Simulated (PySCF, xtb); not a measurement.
C₅H₆Se, SMILES [C@@H]1(C#C)[C@H]([SeH])C1.

GFN2-xTB (xtb 6.7.1) at its own geometry gives an orbital gap of 3.88 eV and a dipole moment of 2.47 D.

The structure is a stationary point at PBE0-D3(BJ)/def2-SVP. The structure was generated by enumeration; whether it is a known compound was not checked. One conformer was computed; it need not be the lowest.

Q: What does PySCF with PBE0/def2-TZVP give? (The exact figures need the calculation; the answer reports its results.)

A: gap 6.63 eV (levels -6.54 and 0.09 eV), dipole 1.34 D.
